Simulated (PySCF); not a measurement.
# Electron correlation in Mn (manganese, neutral)

[Ar] 3d7, high-spin 4F determinant (an excited configuration). All numbers are calculated (PySCF 2.14, scalar relativity by spin-free X2C-1e, in ANO-RCC-VTZP (6s5p3d2f1g, 59 functions)). Frozen: [Ar]; 7 electrons correlated.

| level | correlation energy (mhartree) |
| --- | --- |
| CCSD | -225.35 |
| (T) | -14.61 |
| CCSD(T) | -239.96 |

Diagnostics: T1 = 0.029, D1 = 0.0513, largest double amplitude 0.063.

Task: Is a single reference adequate?

Result: Yes: T1 lies below 0.03 and no double amplitude reaches 0.07.
